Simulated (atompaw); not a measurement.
# Nd (Z = 60): one change to a PAW (atompaw) potential, before and after

neodymium, PAW, made with atompaw 4.2.0.5 (PBE, scalar-relativistic). Core [Xe], reference 4f4 5d0 6s0 6p0 (charge +2). Waves: 6s (bound, empty): rc 3.00 bohr; 6s channel at 1.7 Ry: rc 3.00 bohr; 6p (bound, empty): rc 3.00 bohr; 6p channel at 0.05 Ry: rc 3.00 bohr; 5d (bound, empty): rc 3.00 bohr; 5d channel at -0.6 Ry: rc 3.00 bohr; 4f (bound): rc 1.95 bohr; 4f channel at -0.2 Ry: rc 1.95 bohr. Local part: bessel scheme, radius 2.80 bohr. Core correction: smooth core density matched at 1.95 bohr. Augmentation charge: sinc compensation charge, radius 2.35 bohr; PAW radius 3.00 bohr; waves and projectors: custom polynom2 7 10 vanderbiltortho.

Change: functional LDA (PW92).

Cutoffs: the cutoffs (Ry, on a coarse ladder) from which the occupation-weighted sum of valence levels, in a spherical-Bessel basis at the reference potential, stays within 10 and 1 mRy of its value at 400 Ry; they do not see the model core or the augmentation charge, which bear on the density cutoff.

**Question.** What does the change do?

**Answer.** The potential gets neither clearly harder nor softer (25 Ry and 120 Ry → 25 Ry and 120 Ry); both files keep a bound ghost (p); the range in which the f phases agree widens (upper end 0.6 → 2.6).

| quantity | base | changed |
| --- | --- | --- |
| cutoff, loose | 25 Ry | 25 Ry |
| cutoff, tight | 120 Ry | 120 Ry |
| bound ghosts | p | p |
| s: phases at 3.01 bohr within 0.05 rad from the reference energy up to (Ry; the scan ends near 5) | 1.3 | 1.2 |
| p: phases at 3.01 bohr within 0.05 rad from the reference energy up to (Ry; the scan ends near 5) | 4.3 | 4.3 |
| d: phases at 3.01 bohr within 0.05 rad from the reference energy up to (Ry; the scan ends near 5) | 1.6 | 1.5 |
| f: phases at 3.01 bohr within 0.05 rad from the reference energy up to (Ry; the scan ends near 5) | 0.6 | 2.6 |
| lowest overlap eigenvalue by channel | s 0.39, p 0.72, d 0.89, f 1.00 | s 0.39, p 0.72, d 0.89, f 1.00 |

 A true bound ghost makes a file unfit for plane-wave use even where its test errors are small: the radial tests pick states by their node count and pass the ghost by. The cutoffs see the waves, projectors and local potential, not the compensation charge or the core.
